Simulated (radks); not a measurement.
The aluminium ion Al3+, 10 electrons, occupied as [He] 2s2 2p5.75 3d0.25 (fractional occupations, a model configuration). Calculated with a radial shooting solver on a logarithmic mesh with Libxc functionals: non-relativistic Kohn-Sham, AM05, spin-unpolarised, spherical densities, point nucleus.

X-ray form factor f0, the Fourier transform of the density (f0(0) = 10):

sin(theta)/lambda (1/angstrom),f0 (electrons)
0.05,9.898
0.1,9.628
0.15,9.253
0.2,8.814
0.25,8.327
0.3,7.800
0.4,6.685
0.5,5.597
0.6,4.629
0.8,3.183
1,2.322
1.25,1.761
1.5,1.483
2,1.190
